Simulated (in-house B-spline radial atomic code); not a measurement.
Cd. Computed with a B-spline radial atomic code. Model: non-relativistic spherical atom: semilocal Troullier-Martins pseudo-atom, one channel per l, against all electrons, high spin, G0W0 and RPA with empty states to l = 8, local potential for every l without a channel, a model core (radius 0 = none) keeps its share of the functional.

Without relativity these are model numbers for so heavy an element.

What the tables leave out is listed at the end.

The pseudopotential gives back the lowest level of each angular momentum of its own functional in the configuration it was made in; a second state of the same l is only approximately right. Exact exchange, RPA and GW see the smooth pseudo-orbitals and miss the exchange with the core, for which the functional's share stands in. The column with an uncorrelated core keeps all orbitals and exact exchange, and so separates missing core correlation from pseudisation. Only the three outermost levels and the lowest empty one were computed. RPA here is direct RPA, with no exchange kernel, and its energies carry an (l + 1/2)⁻⁴ tail. A hybrid on a potential with a model core restores only its own semilocal share of the core's exchange.

Command:
```bash
python run_psgw.py task.json out
```
Settings (lengths in bohr, energies in hartree):
```
Z                      48
electrons              48
configuration          [Kr] 4d10 5s2
generated_in           [Kr] 4d10 5s2
functional             pbe,pbe
core_shells            8
radius_factor          1
core_correction        False
ion_configuration      [Kr] 4d10 5s1
```

Cost of the run: 89 s on 1 thread of Arm Neoverse N1, on a shared host.

Given: made with PBE; model core radius 0 bohr; local radius 1.33 bohr; mean-field start PBE.

Valence shells of the generating configuration: 4d, 5s.

Channel: s 2.44, p 3.359, d 0.972 (radii in bohr).

Computed: largest level miss in the spin-unpolarised generating configuration 0.001 eV; valence RPA correlation energy all-electron orbitals -0.69903 hartree; valence RPA correlation energy pseudo -1.0495 hartree; all-electron RPA polarisability, core included 44.319 bohr³; ionisation by mean-field pseudo minus all -0.024 eV; ionisation by RPA all-electron 8.8345 eV; ionisation by RPA pseudo minus all 0.531 eV.

| level | occupied | mean-field all-electron (eV) | mean-field pseudo minus all (eV) | G0W0 all-electron (eV) | G0W0 uncorrelated core minus all (eV) | G0W0 pseudo minus all (eV) | exchange self-energy all-electron (eV) | exchange self-energy pseudo (eV) |
| --- | --- | --- | --- | --- | --- | --- | --- | --- |
| 5s | 1 | -5.2787 | 0 | -8.4767 | 0.02 | -0.243 | -10.99 | -10.032 |

What is the ionisation by mean-field all-electron?

8.5068 eV.

What is the pseudo-atom RPA polarisability?

44.291 bohr³.

Given: mean-field start PBE0.

Computed: valence RPA correlation energy all-electron orbitals -0.65409 hartree; valence RPA correlation energy pseudo -1.007 hartree; all-electron RPA polarisability, core included 39.588 bohr³; ionisation by mean-field all-electron 8.2504 eV; ionisation by RPA all-electron 8.6607 eV; ionisation by RPA pseudo minus all 0.555 eV.

```tsv
level	occupied	mean-field all-electron (eV)	mean-field pseudo minus all (eV)	G0W0 all-electron (eV)	G0W0 uncorrelated core minus all (eV)	G0W0 pseudo minus all (eV)	exchange self-energy all-electron (eV)	exchange self-energy pseudo (eV)
5s	1	-5.9494	-0.132	-8.536	0.023	-0.4	-10.783	-10.086
```

What is the pseudo-atom RPA polarisability?

38.061 bohr³.

What is the ionisation by mean-field pseudo minus all?

0.149 eV.

Given: mean-field start Hartree-Fock.

Computed: valence RPA correlation energy pseudo -0.89901 hartree; all-electron RPA polarisability, core included 34.711 bohr³; ionisation by mean-field all-electron 6.9121 eV; ionisation by mean-field pseudo minus all 0.504 eV; ionisation by RPA all-electron 8.2428 eV; ionisation by RPA pseudo minus all 0.638 eV.

```tsv
level	occupied	mean-field all-electron (eV)	mean-field pseudo minus all (eV)	G0W0 all-electron (eV)	G0W0 uncorrelated core minus all (eV)	G0W0 pseudo minus all (eV)	exchange self-energy all-electron (eV)	exchange self-energy pseudo (eV)
5s	1	-7.2071	-0.532	-8.4486	0.025	-0.718	-9.8946	-9.9217
```

What is the pseudo-atom RPA polarisability?

30.374 bohr³.

What is the valence RPA correlation energy all-electron orbitals?

-0.55083 hartree.

Among the listed levels the largest G0W0 shift of the pseudo-atom is -0.72 eV, for 5s on the Hartree-Fock start, while leaving the core uncorrelated moves that level by +0.03 eV. So pseudisation and the lost core exchange, not the missing core correlation, make the error. Not in the tables (levels of low weight, unsolved or above zero; the highest and the empty levels are kept at any weight): on PBE the G0W0 levels 4d (pseudo minus all +2.03 eV, weights 0.70 and 0.40), 5p (pseudo minus all -0.08 eV, weights 0.90 and 0.90); on PBE0 the G0W0 levels 4d (pseudo minus all +2.41 eV, weights 0.72 and 0.41), 5p (pseudo minus all -0.02 eV, weights 0.93 and 0.93); on Hartree-Fock the G0W0 levels 4d (pseudo minus all +2.23 eV, weights 0.84 and 0.59).
